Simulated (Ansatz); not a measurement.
Coupled-cluster diagnostics for the cluster Si₄Ni⁺, Ansatz.

Geometry of the doublet (PBE-D4/def2-SVP):

```xyz
5

Ni    0.8367   -0.8962    1.1719
Si    0.1662    1.1450    0.5235
Si   -2.0028    1.0286   -0.4136
Si   -0.6922   -0.9487   -0.4824
Si    1.6921   -0.3287   -0.7994
```

Correlated methods freeze 25 core orbitals; core or outer-core shells of Ni are correlated, in sets that lack core-valence functions. Another isomer (doublet) lies 0.46 eV lower at PBE0-D4/def2-TZVP; other spin states weren't run for this one.

Problem. Estimate the CCSD(T) correlation energy, the shares of MP2 and (T), T1 and the reference's ⟨S²⟩ for: charge 1, doublet, own geometry in def2-SVP; and the rough time on 4 threads of Arm Neoverse V1 on a shared host.

Solution. 
```json
{"state": "charge 1, doublet, own geometry", "basis": "def2-SVP", "correlation (eV)": "-22.213", "MP2 share (%)": "92.1", "(T) share (%)": "7.1", "T1": "0.095", "⟨S²⟩ (pure)": "1.63 (0.75)", "wall time": "51 s", "remarks": "large T1, spin-contaminated"}
```
Customary marks for T1 are 0.02 (closed shells), 0.045 (open shells) and about 0.05 (3d metals). T1 exceeds 0.02 in 1 of 1 rows and 0.045 in 1; the higher it lies, the less the single-reference result can be trusted.
